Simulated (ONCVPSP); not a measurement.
Sr (Z = 38): one change to an ONCV potential, before and after

ONCVPSP 4.0.1 input, shortened (lines: element, Z, core and valence counts, functional; n l f; lmax; l rc ep ncon nbas qcut; lloc lpopt rc5 dvloc0; l nproj debl; icmod fcfact rcfact), PBE, scalar-relativistic:

```
  Sr 38.00    6    3        4      upf
    1    0    2.00
    2    0    2.00
    2    1    6.00
    3    0    2.00
    3    1    6.00
    3    2   10.00
    4    0    2.00
    4    1    6.00
    5    0    0.50
    2
    0    2.35    0.00    5    9    6.30
    1    2.40    0.00    4    8    4.40
    2    2.05    0.04    4    7    5.50
    4    5    1.70   -1.00
    0    3    2.60
    1    1    2.30
    2    1    1.80
    0    0.00    0.00
```

In the d channel the program set the typed energies aside and used 0.050 Ha.

Change: core [Ar] 3d10 4s2, valence charge 8; reference 4p6 4d0.5 5s1.5; waves now 5s: rc 3.00 bohr, ncon 3, nbas 7, qcut 2.2 1/bohr, 2 projectors, debl 3.7 Ha; 4p: rc 1.80 bohr, ncon 4, nbas 8, qcut 7.5 1/bohr, 2 projectors, debl 1.6 Ha; 4d: rc 3.60 bohr, ncon 4, nbas 9, qcut 5 1/bohr, 2 projectors, debl 0.7 Ha; local potential polynomial inside 1.30 bohr (lpopt 4, dvloc0 4 Ha).

Cutoffs: the cutoffs (Ha) at which the residual kinetic energy of the hardest occupied pseudo-wave falls to 1 and 0.1 mHa per electron; they do not see the model core or the augmentation charge, which bear on the density cutoff. Errors are all-electron minus pseudo energies relative to the spin-unpolarised reference configuration.

Task: What does the change do?

Result: The potential gets harder (12 Ha and 15 Ha → 17 Ha and 22 Ha); the lowest positive-energy flag moves from s at 293.4 eV to s at 59.2 eV; the number of tests with a reliable result goes from 4 to 3; neither file shows a bound ghost. Several settings change at once here, so the effects cannot be laid on one of them.

| quantity | base | changed |
| --- | --- | --- |
| cutoff, loose | 12 Ha | 17 Ha |
| cutoff, tight | 15 Ha | 22 Ha |
| bound ghosts | none | none |
| GHOST(+) flags under 300 eV | s at 293.4 eV | s at 59.2 eV |
| tests with a reliable result | 4 of 4 | 3 of 4 |
